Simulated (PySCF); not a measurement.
This script is equivalent to a calculation on Kr⁺ (krypton, charge +1).

```python
from pyscf import gto, scf, dft, mp, cc
import basis_set_exchange as bse
mol = gto.M(atom="Kr 0 0 0", charge=1, spin=1, symmetry="D2h",
            basis=gto.basis.parse(bse.get_basis("pcseg-2", elements=["Kr"], fmt="nwchem", header=False)))
mf = dft.UKS(mol, xc="LDA,VWN")
mf.irrep_nelec = {'Ag': (6, 6), 'B1g': (1, 1), 'B2g': (1, 1), 'B3g': (1, 1), 'B1u': (3, 3), 'B2u': (3, 3), 'B3u': (3, 2)}
mf.kernel()
```

(1) What total energy does it give?

(2) Which occupied shell lies highest, and where?

(3) What is ⟨S²⟩, and what would a pure spin state give?

Answers

(1) -2749.603 hartree (calculated).

(2) 4p β, at -19.196 eV.

(3) 0.751, against 0.75.
